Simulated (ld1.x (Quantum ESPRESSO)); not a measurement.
# Configuration tests for phosphorus (ultrasoft)

- Element: phosphorus
- Generator: ld1.x (Quantum ESPRESSO) 7.5
- Type: ultrasoft
- Functional: LDA (PZ)
- Relativity: scalar-relativistic
- Frozen core: [He]
- Valence charge: 13
- Reference configuration: 2s2 2p6 3s1.75 3p3.25
- Partial waves: 2s (bound): rcut 0.70, rcutus 0.80 bohr; 3s (bound): rcut 0.70, rcutus 0.80 bohr; 2p (bound): rcut 0.70, rcutus 0.80 bohr; 3p (bound): rcut 0.70, rcutus 0.80 bohr
- Local potential: all-electron potential smoothed inside 0.70 bohr (lloc = -1)
- Core correction: a·sin(br)/r model core, default radius (core density twice the valence density)
- Augmentation charge: PSQ, radius 0.70 bohr

Energies are relative to the spin-unpolarised reference configuration 2s2 2p6 3s1.75 3p3.25; without spin polarisation the order of configurations can differ from experiment. Spin-polarised rows fill each open shell by Hund’s rule, majority spin first.

**Question.** Give the all-electron excitation energy and the error of the potential for: 2s2 2p6 3s2 3p3; 2s2 2p6 3s2 3p2; 2s2 2p6 3s2 3p1; 2s1 2p6 3s2 3p3; 2s2 2p6 3s0 3p5; 2s2 2p5 3s2 3p3; 2s2 2p6 3s1 3p3; 2s2 2p6 3s1.75 3p3.25 (spin-polarised); 2s2 2p6 3s2 3p3 (spin-polarised).

**Answer.**

```tsv
valence configuration	charge	ΔE all-electron (eV)	error AE − PS (meV)
2s2 2p6 3s2 3p3	0	-2.110	-0.2
2s2 2p6 3s2 3p2	+1	7.711	+0.9
2s2 2p6 3s2 3p1	+2	26.961	+4.7
2s1 2p6 3s2 3p3	+1	185.627	-435
2s2 2p6 3s0 3p5	0	15.027	-6.8
2s2 2p5 3s2 3p3	+1	138.231	-1506
2s2 2p6 3s1 3p3	+1	16.784	-1.0
2s2 2p6 3s1.75 3p3.25 (spin-polarised)	0	-1.561	+1.6
2s2 2p6 3s2 3p3 (spin-polarised)	0	-3.619	+1.3
```

Levels in the configuration 2s2 2p6 3s2 3p3 (spin-polarised):

| level | all-electron (eV) | pseudo (eV) |
| --- | --- | --- |
| 2s up | -172.893 | -172.898 |
| 2p up | -124.307 | -124.244 |
| 3s up | -14.736 | -14.733 |
| 3p up | -6.250 | -6.249 |
| 2s down | -172.511 | -172.443 |
| 2p down | -123.828 | -123.786 |
| 3s down | -12.407 | -12.403 |
